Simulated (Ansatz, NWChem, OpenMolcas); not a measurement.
**Worked example: CH3Cl + CuSH → CH4S + CuCl**

Gas-phase species: CH3Cl (chloromethane) `CCl`, singlet; CuSH `[SH][Cu]`, singlet; CH4S (methanethiol) `CS`, singlet; CuCl (cuprous chloride), singlet. The partners trade Cl for SH: C–Cl and Cu–SH bonds give way to C–SH and Cu–Cl.

Shapes, held fixed at every level: PBE0-D4/def2-TZVP. Programs: Ansatz 0.2.0, NWChem 7.3.0, OpenMolcas 26.06. A level may come from different programs for different species; with the same settings they agree closely. Electronic energies: no zero-point or thermal term.

At PBE0/def2-SVP; 1 Eh = 2625.50 kJ/mol:

| species | energy (Eh) |
| --- | --- |
| CH3Cl | -499.728423 |
| CuSH | -2038.572912 |
| CH4S | -438.350985 |
| CuCl | -2099.966517 |

Question: Work out ΔE of the reaction at this level.

Answer: 
1. Products less reactants: (-438.350985) + (-2099.966517) − [(-499.728423) + (-2038.572912)] = -0.016167 Eh = -42.4 kJ/mol.

Other levels give -114.9 (HF/STO-3G) to -38.9 kJ/mol (B3LYP/6-31G* (spherical functions)). No measured value is set beside it here. Relativity is left out for Cu. PBE0/def2-SVP lies outside the range of the other correlated levels here, so it shouldn't be taken on trust.
